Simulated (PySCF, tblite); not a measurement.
C₇H₁₀SSi.
Z-matrix (Å and degrees, GFN2-xTB geometry), rows numbered from 1:
```
C 
C   1  1.4978
C   2  1.3885  1  119.94
C   3  1.3815  2  121.39  1   179.90
C   4  1.3873  3  119.30  2     0.32
S   5  1.7720  4  118.64  3   179.92
C   5  1.3855  4  119.77  3    -0.30
C   7  1.3894  5  121.30  4     0.00
Si  8  1.8884  2  122.10  1    -0.66
H   1  1.0876  2  110.83  3     0.59
H   1  1.0890  2  110.54  3   120.95
H   1  1.0892  2  110.58  3  -119.90
H   3  1.0809  2  119.51  1     0.09
H   4  1.0794  3  120.82  2  -179.69
H   6  1.3322  5   95.93  4  -179.61
H   7  1.0818  5  119.44  4  -179.95
H   9  1.4655  8  109.95  2    62.18
H   9  1.4644  8  108.16  2  -178.14
H   9  1.4655  8  109.62  2   -58.75
```

Method used: PBE0/pcSseg-1 in PySCF (dipole) on a GFN2-xTB geometry, gas phase.

Masses are those of the commonest isotopes; rigid-rotor values at the optimised geometry. The values belong to one conformer with, in the numbering `[CH3:1][c:2]1[cH:3][cH:4][c:5]([SH:6])[cH:7][c:8]1[SiH3:9]`, C4–C5–S6–H 180°.

Q: Give the principal moments of inertia and the rotational constants in MHz.

A: Ia = 247.56, Ib = 682.79, Ic = 921.42 u·Å²; 505379 MHz·u·Å²/I gives A = 2041, B = 740.2, C = 548.5 MHz.

Q: What kind of rotor is it?

A: An asymmetric top: κ = (2 × 740.2 − 2041 − 548.5)/(2041 − 548.5) = -0.74.

Q: What does the inertial defect say?

A: Not planar: Δ = Ic − Ia − Ib = -8.93 u·Å². For a rigid frame Δ = −2 Σ m c², so Σ m c² = 4.46 u·Å² lies off the ab plane, practically all of it from hydrogen. The atom farthest from that plane is 1.21 Å away.

Q: Give the other two planar moments, Paa and Pbb, and the rms extents of the mass along the axes.

A: Paa = Σ m a² = (Ib + Ic − Ia)/2 = 678.33 and Pbb = Σ m b² = (Ia + Ic − Ib)/2 = 243.10 u·Å². With the mass M = 154.03 u, the rms extents √(P/M) along a, b and c are 2.10, 1.26, 0.17 Å.

Q: Give the coordinates in the principal-axis frame, origin at the centre of mass.

A: The sense of each axis is arbitrary; atoms in the order of the calculation.
```tsv
atom	mass (u)	a (Å)	b (Å)	c (Å)
C1	12.000	-2.539	1.640	-0.005
C2	12.000	-1.154	1.070	-0.003
C3	12.000	-0.055	1.918	0.003
C4	12.000	1.235	1.425	0.007
C5	12.000	1.437	0.052	-0.002
S6	31.972	3.099	-0.563	0.001
C7	12.000	0.347	-0.803	-0.009
C8	12.000	-0.954	-0.315	-0.006
Si9	27.977	-2.394	-1.537	0.005
H10	1.008	-2.509	2.728	-0.011
H11	1.008	-3.090	1.304	-0.882
H12	1.008	-3.089	1.313	0.876
H13	1.008	-0.208	2.988	0.008
H14	1.008	2.083	2.092	0.017
H15	1.008	2.768	-1.853	-0.019
H16	1.008	0.510	-1.873	-0.015
H17	1.008	-3.202	-1.368	-1.206
H18	1.008	-1.842	-2.892	0.044
H19	1.008	-3.222	-1.310	1.193
```

Q: Predict some low-J microwave lines.

A: The dipole components are |μa| = 1.09 D, |μb| = 0.04 D, |μc| = 0.01 D. The squared components, which scale the intensities, stand as 1.00 : 0.00 : 0.00 (a : b : c). Some lines, for components of 0.1 D or more:

```tsv
type	branch	J(Ka,Kc)	MHz	lower level (cm⁻¹)
a	Q	2(1,1) ← 2(1,2)	575	0.166
a	Q	3(1,2) ← 3(1,3)	1149	0.285
a	R	1(0,1) ← 0(0,0)	1289	0.000
a	R	2(1,2) ← 1(1,1)	2386	0.086
a	R	2(0,2) ← 1(0,1)	2558	0.043
a	R	2(1,1) ← 1(1,0)	2769	0.093
a	R	3(1,3) ← 2(1,2)	3567	0.166
a	R	3(0,3) ← 2(0,2)	3789	0.128
a	R	3(2,2) ← 2(2,1)	3866	0.315
a	R	3(2,1) ← 2(2,0)	3943	0.316
a	R	3(1,2) ← 2(1,1)	4140	0.185
```

Its GFN2-xTB frequencies are all real (lowest 73 cm⁻¹). No vibrational averaging or centrifugal distortion is included, and the geometry carries the error of its method. A rigid rotor knows nothing of internal rotation, which can split or shift real lines.
